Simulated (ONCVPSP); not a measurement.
## Varying the ONCV potential for Ho (Z = 67)

Base potential:

ONCVPSP 4.0.1 input, shortened (lines: element, Z, core and valence counts, functional; n l f; lmax; l rc ep ncon nbas qcut; lloc lpopt rc5 dvloc0; l nproj debl; icmod fcfact rcfact), PBE, scalar-relativistic:

```
  Ho 67.00    9    4        4      upf
    1    0    2.00
    2    0    2.00
    2    1    6.00
    3    0    2.00
    3    1    6.00
    3    2   10.00
    4    0    2.00
    4    1    6.00
    4    2   10.00
    4    3   11.00
    5    0    2.00
    5    1    6.00
    6    0    2.00
    3
    0    2.05    0.00    4    7    4.40
    1    2.15    0.00    4    7    6.20
    2    1.90    0.02    4    7    5.50
    3    1.20    0.00    3    7   12.00
    4    5    0.75    2.00
    0    2    0.60
    1    2    0.50
    2    2    3.30
    3    1    0.80
    1    0.25    0.00
```

In the p channel the program set the typed energies aside and used -0.951, 0.250 Ha. In the d channel the program set the typed energies aside and used 0.050, 3.350 Ha.

Cutoffs, loose and tight: the cutoffs (Ha) at which the residual kinetic energy of the hardest occupied pseudo-wave falls to 1 and 0.1 mHa per electron. They do not see the model core or the augmentation charge, which bear on the density cutoff. Test errors are all-electron minus pseudo excitation energies from the reference, over the configurations 4f11 5s2 5p6 6s1; 4f11 5s2 5p6 6s0; 4f10 5s2 5p6 6s0; 4f11 5s2 5p6 6s1.5. A dash means not determined; rows that change the core or the reference have their own tests.

A true bound ghost makes a file unfit for plane-wave use even where its test errors are small: the radial tests pick states by their node count and pass the ghost by.

| change | outcome | cutoff, loose | cutoff, tight | bound ghosts | GHOST(+) flags above zero | largest test error (meV) |
| --- | --- | --- | --- | --- | --- | --- |
| base | generated, projector energies reset by the program | 71 Ha | 207 Ha | s, p | d | tests left out (the all-electron energies of this program are off by 10 to 40 meV for near-neutral 4f atoms) |
| functional LDA (Perdew-Zunger) | generated, projector energies reset by the program | 71 Ha | 205 Ha | s, p | d | tests left out (the all-electron energies of this program are off by 10 to 40 meV for near-neutral 4f atoms) |
| core correction polynomial model core, fcfact 0.15 | generated, projector energies reset by the program | 71 Ha | 207 Ha | s, p | d | tests left out (the all-electron energies of this program are off by 10 to 40 meV for near-neutral 4f atoms) |
| local potential polynomial inside 1.20 bohr (lpopt 5, dvloc0 -1 Ha) | generated, projector energies reset by the program | 71 Ha | 207 Ha | none | s, p | tests left out (the all-electron energies of this program are off by 10 to 40 meV for near-neutral 4f atoms) |
| s: ncon 3, nbas 6 | generated, projector energies reset by the program | 71 Ha | 207 Ha | s, p | d | tests left out (the all-electron energies of this program are off by 10 to 40 meV for near-neutral 4f atoms) |
| f: qcut 13.7 | generated, projector energies reset by the program | 82 Ha | 91 Ha | s, p | d | tests left out (the all-electron energies of this program are off by 10 to 40 meV for near-neutral 4f atoms) |
| p: debl 4.25 | generated, projector energies reset by the program | 71 Ha | 207 Ha | s, p | d | tests left out (the all-electron energies of this program are off by 10 to 40 meV for near-neutral 4f atoms) |

(1) What comes out with this change to the base: reference 4f11 5s2 5p6 6s1.5 6p0.5; wave 5p: rc 2.15 bohr, ncon 4, nbas 7, qcut 6.2 1/bohr, 2 projectors, debl 0.5 Ha becomes 5p+6p: rc 2.15 bohr, ncon 4, nbas 7, qcut 6.2 1/bohr, 2 projectors?

Answers

(1) outcome: generated, projector energies reset by the program; cutoff, loose: 71 Ha; cutoff, tight: 203 Ha; bound ghosts: s, p; GHOST(+) flags above zero: d; largest test error (meV): tests left out (the all-electron energies of this program are off by 10 to 40 meV for near-neutral 4f atoms).
